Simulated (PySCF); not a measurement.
Cl3OSi, SMILES [O][Si](Cl)(Cl)Cl, multiplicity 2.

Geometry optimised at PBE-D3(BJ)/def2-SVP. The isomer is the one that the SMILES or the coordinates give; other isomers of the formula were not compared.

All values below come from PBE-D3(BJ)/def2-SVP (PySCF).

Frequencies are harmonic and unscaled.

| mode | ν (cm⁻¹) | IR (km/mol) | moving atoms (share of kinetic energy) |
|---|---|---|---|
| 1 | 115 | 0.1 | Cl 70 %, O 29 % |
| 2 | 144 | 0.5 | Cl 59 %, O 41 % |
| 3 | 196 | 9.2 | Cl 58 %, O 26 %, Si 16 % |
| 4 | 214 | 3.6 | Cl 52 %, Si 30 %, O 18 % |
| 5 | 228 | 7.9 | Cl 49 %, O 39 %, Si 12 % |
| 6 | 435 | 5.2 | Cl 74 %, Si 14 %, O 11 % |
| 7 | 571 | 92.9 | Si 60 %, Cl 36 % |
| 8 | 607 | 159.7 | Si 67 %, Cl 33 % |
| 9 | 876 | 58.9 | O 57 %, Si 42 % |
